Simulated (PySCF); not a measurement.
C₂H₈GeO, SMILES C[CH2][GeH2][OH]. Atoms are numbered in the order given.

```xyz
12

Ge     0.5274     0.4098     0.1792
O      1.3398    -1.1590    -0.2237
C     -1.3061     0.4027    -0.5487
C     -2.1197    -0.8076    -0.0814
H      1.4245     1.4783    -0.4948
H      0.4974     0.5925     1.7310
H      1.0455    -1.8608     0.3844
H     -1.2141     0.4183    -1.6551
H     -1.7917     1.3586    -0.2566
H     -2.2541    -0.8124     1.0208
H     -3.1322    -0.8290    -0.5351
H     -1.6142    -1.7563    -0.3581
```
Charge 0, spin multiplicity 1.

Geometry: PBE-D3(BJ)/def2-SVP. The structure was generated by enumeration, and PubChem lists no compound with its InChIKey, so it may never have been made. Other conformers were not sampled.

These are TDA-LC-ωPBE/def2-SVPD in PySCF values and carry that method's errors.

Vertical excitations. 

Computed lowest excited states:
```
state  energy (eV)  λ (nm)      f                                                                  main pairs
-----  -----------  ------  -----  --------------------------------------------------------------------------
S1            7.15     173  0.011                                            HOMO→LUMO 59 %, HOMO→LUMO+1 21 %
S2            8.24     151  0.005                      HOMO−1→LUMO 39 %, HOMO→LUMO+1 23 %, HOMO−1→LUMO+1 15 %
S3            8.29     150  0.047       HOMO→LUMO+1 35 %, HOMO→LUMO 21 %, HOMO−1→LUMO 18 %, HOMO−1→LUMO+1 6 %
S4            8.57     145  0.010    HOMO−2→LUMO 41 %, HOMO→LUMO+4 12 %, HOMO→LUMO+2 12 %, HOMO−2→LUMO+1 10 %
S5            8.86     140  0.240                                          HOMO→LUMO+2 55 %, HOMO→LUMO+4 13 %
S6            9.07     137  0.046  HOMO−1→LUMO+1 38 %, HOMO−1→LUMO 11 %, HOMO−1→LUMO+5 9 %, HOMO−3→LUMO+1 9 %
S7            9.22     135  0.075       HOMO→LUMO+6 27 %, HOMO→LUMO+3 20 %, HOMO−3→LUMO 11 %, HOMO−4→LUMO 6 %
S8            9.30     133  0.062    HOMO−1→LUMO+2 18 %, HOMO→LUMO+4 17 %, HOMO→LUMO+3 16 %, HOMO→LUMO+6 16 %
S9            9.41     132  0.292     HOMO→LUMO+5 24 %, HOMO→LUMO+3 16 %, HOMO−3→LUMO 10 %, HOMO−1→LUMO+1 7 %
S10           9.51     130  0.051                      HOMO→LUMO+5 32 %, HOMO→LUMO+3 20 %, HOMO−2→LUMO+1 10 %
T1            6.67     186      0                                            HOMO→LUMO 50 %, HOMO→LUMO+1 22 %
T2            7.62     163      0                                        HOMO−1→LUMO 44 %, HOMO−1→LUMO+1 26 %
T3            7.87     158      0          HOMO→LUMO+2 24 %, HOMO→LUMO+1 13 %, HOMO→LUMO 9 %, HOMO→LUMO+4 8 %
T4            7.88     157      0          HOMO→LUMO+1 33 %, HOMO→LUMO+2 27 %, HOMO→LUMO 8 %, HOMO→LUMO+5 8 %
```
Triplets are in the Tamm–Dancoff approximation.
